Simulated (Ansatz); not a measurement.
CH9BOSi2 can be A, `C[SiH]([SiH3])BO`, or B, `B[SiH2]OC[SiH3]`.

Isolated molecules relaxed with PBE0-D4/def2-TZVP in Ansatz; ΔE leaves out vibrations. CBS: MP2 limit from def2 TZ/QZ plus the TZ coupled-cluster correction, frozen cores. DFT in def2-TZVPP. B3LYP here is the variant with VWN-RPA as its local correlation; programs differ in this. One conformer a species, not always the lowest.

Task: Which isomer does CCSD(T)/CBS put lower? Give the gap. (Estimate.)

Result: Computed: A, by 178.8 kJ/mol.

Task: Give E(B) − E(A) in kJ/mol with CCSD(T)/def2-TZVPP, HF/def2-TZVPP, B3LYP, PBE-D4, CCSD/def2-TZVPP, r2SCAN-D4, ωB97M-V. (Estimate.)

Result: The calculation gave: CCSD(T)/def2-TZVPP 178.6, HF/def2-TZVPP 142.9, B3LYP 174.5, PBE-D4 201.5, CCSD/def2-TZVPP 173.1, r2SCAN-D4 189.0, ωB97M-V 175.8. None reverses the order clearly.

Largest T1 diagnostic: 0.014.

In def2-TZVPP, CCSD(T) changes the Hartree–Fock value by +35.7 kJ/mol (the triples alone add +5.5 kJ/mol) and MP2 by +37.6 kJ/mol. From PBE to PBE0 (25 % exact exchange), in def2-TZVPP and without D4, E(B) − E(A) moves by −5.9 kJ/mol.
